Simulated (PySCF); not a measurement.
Choosing a molecule for a target property.

Species are written as SMILES; each is one conformer at its optimised geometry, gas phase, non-relativistic unless stated; the electronic structure was computed with PySCF and density fitting.

The conformers computed, where there is a choice (atom-mapped SMILES and torsion angles):
- `[CH3:1][CH:2]([CH3:3])[CH2:4][PH2:5]=[S:6]`: C1–C2–C4–P5 -62°, C2–C4–P5–S6 -46°
- `[O:1]=[N:2]/[CH:3]=[CH:4]/[Cl:5]`: O1–N2–C3–C4 -34°
- `[CH3:1][CH2:2][C:3]1=[C:4]([CH3:5])[PH:6]1`: C1–C2–C3–C4 1°

(1) Wanted: HOMO–LUMO gap between 6 eV and 6.8 eV (PBE0/def2-SVPD) and lowest triplet excitation (Tamm–Dancoff) above 2 eV (TDA PBE0/def2-SVPD), at GFN2-xTB geometries. Which candidate meets both?
A. `C1(C)PC=1CC`
B. `c1pccc(C#N)c1`
C. `CC(C)C[PH2]=S`
D. `O=N/C=C/Cl`

(2) Wanted: electronic spatial extent ⟨r²⟩ about the centre of nuclear charge above 1130 bohr² (PBE0/def2-SVPD) and lowest singlet excitation above 3 eV (TDDFT PBE0/def2-SVPD), at GFN2-xTB geometries. Which candidate meets both?
A. `c1pccc(C#N)c1`
B. `O=N/C=C/Cl`
C. `CC(C)C[PH2]=S`
D. `C1(C)PC=1CC`

(3) Wanted: dipole moment below 2.4 D (PBE0/def2-SVPD) and smallest rotational constant above 1 GHz (GFN2-xTB), at GFN2-xTB geometries. Which candidate meets both?
A. `O=N/C=C/Cl`
B. `c1pccc(C#N)c1`
C. `CC(C)C[PH2]=S`
D. `C1(C)PC=1CC`

## Answers

(1) A. Computed values:
```csv
species,HOMO–LUMO gap,lowest triplet excitation (Tamm–Dancoff)
O=N/C=C/Cl,3.41 eV,0.34 eV
c1pccc(C#N)c1,5.14 eV,2.93 eV
C1(C)PC=1CC,6.63 eV,4.10 eV
CC(C)C[PH2]=S,6.89 eV,5.14 eV
```

(2) C. Computed values:
```
      species  electronic spatial extent ⟨r²⟩ about the centre of nuclear charge  lowest singlet excitation
   O=N/C=C/Cl                                                          644 bohr²                    1.22 eV
  C1(C)PC=1CC                                                          875 bohr²                    5.38 eV
c1pccc(C#N)c1                                                         1123 bohr²                    4.63 eV
CC(C)C[PH2]=S                                                         1139 bohr²                    5.63 eV
```

(3) D. Computed values:
| species | dipole moment | smallest rotational constant |
| --- | --- | --- |
| C1(C)PC=1CC | 2.26 D | 1.404 GHz |
| O=N/C=C/Cl | 2.47 D | 1.619 GHz |
| c1pccc(C#N)c1 | 3.12 D | 0.942 GHz |
| CC(C)C[PH2]=S | 4.15 D | 1.150 GHz |
